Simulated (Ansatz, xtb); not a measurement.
## H2O2SiSn: 3 structures ranked

3 gas-phase structures of H2O2SiSn, found in a search over its isomers (lower ones may exist). Each was relaxed with GFN2-xTB; where two conformers were screened, the lower at r2SCAN-D4/def2-SVP is listed:

A. `O=[SiH][O][SnH]`, a singlet
B. a singlet given by its coordinates
C. a singlet given by its coordinates

C (Å):

```tsv
atom	x (Å)	y (Å)	z (Å)
O	0.1149	-0.6496	-2.6414
O	-0.6415	-2.9402	-2.0048
Si	-0.9014	-1.3685	-1.5481
Sn	0.7082	-2.4462	-3.5085
H	-0.4173	-1.1530	-0.1936
H	-2.2795	-0.9893	-1.8166
```

Close contacts (Å): O1–Si3 1.66, O1–Sn4 2.08, O2–Si3 1.66, O2–Sn4 2.08, Si3–Sn4 2.76, Si3–H5 1.45, Si3–H6 1.45.

B (Å):

| atom | x (Å) | y (Å) | z (Å) |
| --- | --- | --- | --- |
| O | 0.5054 | -2.4121 | -1.8045 |
| O | -1.0097 | -0.4039 | -2.4742 |
| Si | -0.2711 | -1.6906 | -2.9469 |
| Sn | -0.4205 | -0.8971 | -0.1961 |
| H | -0.2982 | -2.1695 | -4.2983 |
| H | -1.9357 | -1.9562 | 0.0636 |

Close contacts (Å): O1–Si3 1.56, O1–Sn4 2.40, O2–Si3 1.56, O2–Sn4 2.40, Si3–Sn4 2.87, Si3–H5 1.43, Sn4–H6 1.87.

Question: Estimate their order in r2SCAN-D4/def2-SVP energy at these geometries, lowest first.

Answer: Calculated order at r2SCAN-D4/def2-SVP: C (0.000), B (1.330), A (1.887) eV.

Energies above the lowest of each column, in eV; the last columns are at PBE0-D3(BJ)/def2-SVP geometries and were run for some of them only (a dash: not run or not comparable):

```csv
structure,GFN2-xTB,HF/STO-3G,r2SCAN-D4/def2-SVP,PBE0-D3(BJ)/def2-SVP,CCSD(T)/def2-TZVP
C,0.332,0.000,0.000,0.000,0.000
B,0.230,3.086,1.330,1.300,1.344
A,0.000,3.845,1.887,–,–
```

CCSD(T)/def2-TZVP puts C lowest of those it was run on; GFN2-xTB picks A. Some further structures that were screened fall inside this span and aren't listed. Flexible structures stand in one conformer each, not always the lowest. Frequencies (PBE0-D3(BJ)/def2-SVP) were run for B, C alone. Atoms past krypton carry core potentials in the def2 sets, without spin–orbit terms.

Programs: Ansatz 0.2.0, xtb 6.7.1.
